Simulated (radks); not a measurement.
Effect of the nuclear size on the tin ion Sn+, [Kr] 4d10 5s2 5p1. Calculated with a radial shooting solver on a logarithmic mesh with Libxc functionals: Dirac Kohn-Sham, exchange-only LDA, spin-unpolarised, spherical densities, finite nucleus; open shells fill j = l - 1/2 first; Fermi nuclear charge, rms radius 4.6519 fm. The rms radius is varied about that value; shifts are against it.

rms radius (fm),total energy shift (eV),density at nucleus (e/bohr^3),1s1/2 shift (meV),2s1/2 shift (meV),4s1/2 shift (meV),4p1/2 shift (meV),5s1/2 shift (meV)
4.1402,-0.853,1.938e+05,-358,-40.9,-1.53,0.141,-0.137
4.2239,-0.719,1.932e+05,-302,-34.5,-1.29,0.119,-0.115
4.6519,0,1.903e+05,0.000,0.000,0.000,0.000,0.000
4.7961,0.255,1.894e+05,107,12.3,0.458,-0.042,0.041
5.3404,1.28,1.864e+05,537,61.4,2.29,-0.212,0.205

Slopes of the eigenvalues against <r^2> in GHz/fm^2, as finite differences over the two radii next to the reference (eigenvalue slopes, not the field-shift constants of lines): 1s1/2 19200, 2s1/2 2190, 4s1/2 81.8, 4p1/2 -7.56, 5s1/2 7.33.
